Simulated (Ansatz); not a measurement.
A run on `B/C=C(/C)F` with other settings.

```yaml
crystal:
  periodic: [false, false, false]
  atoms:
    - {symbol: B, position_ang: [-0.758723, 1.512994, 1.333183]}
    - {symbol: C, position_ang: [-0.198060, 0.197652, 0.811143]}
    - {symbol: C, position_ang: [0.097530, -0.043155, -0.475470]}
    - {symbol: C, position_ang: [0.641586, -1.280326, -1.076748]}
    - {symbol: F, position_ang: [-0.092092, 0.896839, -1.401598]}
    - {symbol: H, position_ang: [-0.995157, 1.638852, 2.499679]}
    - {symbol: H, position_ang: [-0.967864, 2.427333, 0.593294]}
    - {symbol: H, position_ang: [-0.002498, -0.640018, 1.474247]}
    - {symbol: H, position_ang: [1.587930, -1.063522, -1.580413]}
    - {symbol: H, position_ang: [-0.048180, -1.658171, -1.836912]}
    - {symbol: H, position_ang: [0.800729, -2.045480, -0.319906]}
basis:
  gaussian: {orbitals: "6-31G*"}
hamiltonian: {xc: {name: revPBE0}, dispersion: d3bjatm}
```

```sh
$ ansatz run in.yaml --threads 4 --pin off --events-out ev --progress --plain --max-ram 10444MiB
```

It prints (some lines left out):

```
Functional definition: revPBE0
1072 factors; their error is unknown
mean field evaluation 1: about -6593.9008 eV, gradient 4.3e1 eV
mean field evaluation 2: about -6592.9078 eV, gradient 4.6e1 eV
mean field evaluation 4: about -6598.1506 eV, gradient 2.0e0 eV
mean field evaluation 8: about -6598.1589 eV, gradient 1.2e-1 eV
mean field evaluation 16: about -6598.1144 eV, gradient 1.7e-4 eV
mean field -6598.11440944 eV, -242.4762321844 hartree, gradient 2.9e-5 eV, S^2 0.000000; 0 other end points of the search recorded, 0 dependent functions left out
reference -6598.11443168 eV, -242.4762330017 hartree; 19, 19 occupied and 68, 68 virtual orbitals, 1072 factors
Total energy: -6598.53657834 eV, -242.4917466054 hartree
```

Run time 1.1 s (4 threads of an Arm Neoverse N1 on a shared host); peak host memory 0.15 GiB.
